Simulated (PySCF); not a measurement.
Input file for PySCF: R-B3LYP/3-21G on H2Se (SMILES [SeH2]).

```python
from pyscf import gto, scf, dft, mp
from pyscf.data.elements import chemcore

mol = gto.M(
    atom='''
    Se   -0.03496880   -0.52307872    3.34766946
    H    -1.47877791   -0.59164649    3.08545413
    H    -0.26552134   -0.01423495    4.70950070
    ''',
    basis='3-21g',
    charge=0, spin=0, verbose=3, max_memory=1800)
mf = dft.RKS(mol, xc='b3lyp')
mf.conv_tol = 1e-8
mf.max_cycle = 100
mf.kernel()
if not mf.converged:
    mf = mf.newton().run(mf.mo_coeff, mf.mo_occ)
```

Give the final energy of this run.

-2391.3818 hartree.
